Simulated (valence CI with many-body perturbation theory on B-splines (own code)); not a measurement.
# E1 transitions of Sr XXVI

Level of theory: valence CI with perturbative core correlation (CI+MBPT): three valence electrons over a frozen Dirac-Fock core [Ne], radial functions for each j: 11 s, 11 p, 10 d, 8 f, 5 g, 2 h, with the one-electron correlation potential Σ1 (screened to all orders), the two-electron term Σ2, the three-electron term Σ3, Breit, model QED; selected single and double excitations, second order for the rest, scaled by the run's own slope (own B-spline code, finite nucleus).

No measured levels were compared; by estimate levels of excited configurations hold to 0.05 to 0.15 % of their energy, terms of the ground configuration to about 0.5 %.

Lines 1 to 50 of 580 in falling wavelength, among levels below 4849.3 × 10³ cm⁻¹, chosen from the strongest by gf and those to the six lowest levels. Wavelengths and rates use the calculated energies, so an error of 600 cm⁻¹ moves a line at 45.53 nm by 0.27 % and its rate by three times that or more. Electric multipoles are in the length gauge, E1 and E2 with the static RPA response of the core. Weak lines are less certain than strong ones. Lines between different terms over intervals too small for the method are left out, as are lines whose strength nearly cancels. Where a level lies close to another of its J and parity, the split of strength between their lines is uncertain. The highest levels of a list are the least certain.

Names give the largest LS component (configuration and term), which can be under half, so a name can repeat, a term be missing and a line seem to break the LS rules; names also repeat where a configuration has a term twice. Letters in brackets count levels of one name in rising energy.

```
λ vac (nm)               Upper                 Lower   A (s⁻¹)  S (a.u.)
     45.53      3s2.4p 2P°_1/2         3s2.4s 2S_1/2  3.44e+09  3.21e-01
     37.44      3s2.4p 2P°_3/2         3s2.4s 2S_1/2  5.99e+09  6.21e-01
     30.58       3s.3p2 4P_1/2        3s2.3p 2P°_3/2  7.01e+07  1.98e-03
     25.08       3s.3p2 4P_3/2        3s2.3p 2P°_3/2  1.23e+08  3.83e-03
     24.05       3p2.3d 2G_7/2  3s.3p.3d 2F°_5/2 [b]  2.15e+09  1.18e-01
     23.01      3p.3d2 2H°_9/2         3s.3d2 2G_9/2  2.56e+09  1.54e-01
     22.89      3p.3d2 2H°_9/2         3s.3d2 2G_7/2  5.28e+09  3.12e-01
     22.65       3s.3p2 4P_5/2        3s2.3p 2P°_3/2  9.51e+08  3.27e-02
     22.53       3p2.3d 4F_9/2  3s.3p.3d 2F°_7/2 [a]  2.66e+09  1.50e-01
     22.47      3p.3d2 4G°_5/2         3s.3d2 4F_3/2  5.67e+09  1.90e-01
     22.18  3p.3d2 2G°_7/2 [a]         3s.3d2 2G_9/2  2.06e+09  8.88e-02
     22.07  3p.3d2 2G°_7/2 [a]         3s.3d2 2G_7/2  2.08e+09  8.81e-02
     22.05       3s.3p2 4P_1/2        3s2.3p 2P°_1/2  1.13e+09  1.20e-02
     21.59      3p.3d2 4G°_7/2         3s.3d2 4F_7/2  2.37e+09  9.42e-02
     21.13      3p.3d2 4G°_7/2         3s.3d2 4F_5/2  6.60e+09  2.46e-01
     21.02  3p.3d2 2G°_9/2 [a]         3s.3d2 2F_7/2  2.07e+09  9.49e-02
     20.97   3p2.3d 2F_5/2 [a]      3s.3p.3d 4D°_5/2  2.94e+09  8.02e-02
     20.62       3p2.3d 2G_9/2  3s.3p.3d 2F°_7/2 [b]  4.75e+09  2.06e-01
     20.49      3p.3d2 4G°_9/2         3s.3d2 4F_9/2  4.03e+09  1.71e-01
     20.25      3p.3d2 4F°_9/2         3s.3d2 2G_7/2  2.48e+09  1.02e-01
     20.00      3p.3d2 4G°_9/2     3p2.3d 2F_7/2 [b]  5.45e+09  2.15e-01
     19.85      3p.3d2 4G°_9/2         3s.3d2 4F_7/2  2.31e+09  8.90e-02
     19.78       3p2.3d 4F_3/2      3s.3p.3d 4D°_1/2  5.29e+09  8.08e-02
     19.67         3p3 2D°_3/2         3s.3p2 2D_3/2  2.72e+09  4.09e-02
     19.50      3p.3d2 4F°_5/2         3s.3d2 4P_5/2  4.38e+09  9.61e-02
     19.46   3p2.3d 2F_7/2 [a]  3s.3p.3d 2F°_5/2 [a]  3.75e+09  1.09e-01
     19.44       3p2.3d 4D_3/2  3s.3p.3d 2D°_5/2 [a]  5.59e+09  8.10e-02
     19.27  3p.3d2 2F°_5/2 [b]         3s.3d2 2F_5/2  5.24e+09  1.11e-01
     19.04       3s.3p2 4P_3/2        3s2.3p 2P°_1/2  2.29e+07  3.12e-04
     19.04       3s.3p2 2D_3/2        3s2.3p 2P°_3/2  4.02e+08  5.48e-03
     18.97         3p3 2D°_5/2         3s.3p2 2D_5/2  4.65e+09  9.39e-02
     18.96   3p2.3d 2F_5/2 [b]  3s.3p.3d 2F°_7/2 [b]  3.69e+09  7.45e-02
     18.76   3p2.3d 2F_7/2 [b]  3s.3p.3d 2D°_5/2 [b]  2.83e+09  7.38e-02
     18.54  3p.3d2 2F°_7/2 [a]         3s.3d2 4F_9/2  9.48e+09  2.38e-01
     18.45      3p.3d2 4P°_3/2         3s.3d2 4P_5/2  9.83e+09  1.22e-01
     18.35  3p.3d2 2F°_7/2 [c]         3s.3d2 2F_5/2  3.19e+09  7.78e-02
     18.23       3p2.3d 4F_5/2      3s.3p.3d 4D°_3/2  7.23e+09  1.30e-01
     18.17  3p.3d2 2G°_9/2 [a]         3s.3d2 2G_7/2  1.04e+10  3.07e-01
     18.14       3p2.3d 4F_5/2      3s.3p.3d 4P°_5/2  4.51e+09  7.98e-02
     18.06       3p2.3d 4F_9/2      3s.3p.3d 4D°_7/2  5.06e+09  1.47e-01
     18.05      3p.3d2 4P°_3/2         3s.3d2 4P_1/2  6.33e+09  7.35e-02
     17.86       3p2.3d 2G_9/2  3s.3p.3d 2F°_7/2 [a]  9.01e+09  2.53e-01
     17.84  3p.3d2 2P°_3/2 [b]         3s.3d2 2S_1/2  1.12e+10  1.26e-01
     17.74   3p2.3d 2D_5/2 [b]  3s.3p.3d 2P°_3/2 [b]  5.13e+09  8.49e-02
     17.67     3p.3d2 4G°_11/2         3s.3d2 4F_9/2  1.91e+10  6.22e-01
     17.54  3p.3d2 2F°_7/2 [d]         3s.3d2 2F_7/2  3.61e+09  7.69e-02
     17.53     3p.3d2 2H°_11/2         3s.3d2 2G_9/2  3.11e+10  9.93e-01
     17.50      3p.3d2 4F°_3/2         3s.3d2 4F_3/2  7.30e+09  7.72e-02
     17.45       3s.3p2 2D_5/2        3s2.3p 2P°_3/2  3.99e+09  6.28e-02
     17.43      3p.3d2 2H°_9/2         3s.3d2 4F_7/2  7.56e+09  1.98e-01
```
